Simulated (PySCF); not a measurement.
This PySCF input asks for the NMR shieldings of SMILES C=C(C)[C@H]1CC[CH2][AlH]1, C7H13Al; the geometry comes from PBE0-D3(BJ)/def2-SVP.

```python
import basis_set_exchange as bse
import numpy as np
from pyscf import gto, dft
from pyscf.prop import nmr

atoms = """
C    -1.748952    1.564386    0.323662
C    -1.552934    0.296816   -0.083574
C    -2.707121   -0.661468   -0.175960
C    -0.223877   -0.292242   -0.426719
C     0.921167    0.656530   -0.821758
C     2.291623    0.002929   -0.592815
C     2.425555   -0.460386    0.870356
Al    0.596467   -1.111630    1.185361
H    -2.746198    1.912359    0.604117
H    -0.938976    2.295359    0.378289
H    -2.844867   -0.996869   -1.217967
H    -2.519937   -1.569654    0.423019
H    -3.647527   -0.210441    0.169353
H    -0.354556   -1.061699   -1.211373
H     0.813272    1.002657   -1.864524
H     0.876428    1.566586   -0.197952
H     2.385977   -0.869126   -1.266498
H     3.097252    0.697550   -0.887778
H     3.255853   -1.166355    1.029385
H     2.633033    0.406945    1.526225
H    -0.078501   -1.967146    2.345204
"""
names = dict.fromkeys(["C", "Al", "H"], "pcSseg-1")
basis = {el: gto.basis.parse(bse.get_basis(n, elements=[el], fmt="nwchem")) for el, n in names.items()}
mol = gto.M(atom=atoms, basis=basis, charge=0, verbose=0)
mf = dft.RKS(mol, xc="PBE0")
mf.grids.level = 2
mf.grids.alignment = dft.numint.BLKSIZE   # the property module wants whole blocks of grid points
mf.conv_tol = 1e-9
mf.kernel()

calc = nmr.RKS(mf)   # GIAO
C = mf.mo_coeff
Co = C[:, mf.mo_occ > 0]
resp = mf.gen_response(singlet=True, hermi=2)
def vind(x):   # induced exchange potential for any number of trial vectors
    d = np.einsum("pi,xij,qj->xpq", C, 2 * x.reshape(-1, C.shape[1], Co.shape[1]), Co, optimize=True)
    return np.einsum("xpq,pi,qj->xij", resp(d - d.transpose(0, 2, 1)), C, Co, optimize=True).ravel()
mo1, _ = nmr.rhf.solve_mo1(calc, with_cphf=vind)
sigma = calc.kernel(mo1)
for i, s in enumerate(sigma):   # ppm
    print("%2d %-2s %9.2f" % (i, mol.atom_pure_symbol(i), np.trace(s) / 3))
```

Q: What does it print?

A: 
```
 0 C      77.14
 1 C      29.36
 2 C     155.26
 3 C     143.78
 4 C     151.96
 5 C     155.43
 6 C     172.31
 7 Al    270.13
 8 H      26.38
 9 H      26.60
10 H      29.34
11 H      29.31
12 H      29.38
13 H      30.07
14 H      29.16
15 H      29.91
16 H      30.12
17 H      29.02
18 H      30.70
19 H      31.18
20 H      25.86
```

These numbers come from an equivalent density-fitted implementation of the same equations, which agrees with the script to about 0.01 ppm for H and up to a few tenths of a ppm for heavy atoms, so last digits may differ.

Q: Turn these shieldings into chemical shifts. Referencing at the same level of theory: TMS for ¹³C (184.41 ppm), ¹H (31.27 ppm); AlH4- for ²⁷Al (489.28 ppm).

A: Averaging equivalent atoms: C 1: 155.0; C 0: 107.3; C 3: 40.6; C 4: 32.4; C 2: 29.1; C 5: 29.0; C 6: 12.1; Al 7: 219.1; H 20: 5.40; H 8: 4.89; H 9: 4.67; H 17: 2.25; H 14: 2.11; H 10/11/12: 1.93; H 15: 1.36; H 13: 1.19; H 16: 1.15; H 18: 0.57; H 19: 0.09 ppm. 

Size and cost of the density-fitted run: 208 basis functions, 70 s wall time on 1 thread of an Arm Neoverse N1, shared host; peak memory 0.98 GiB.
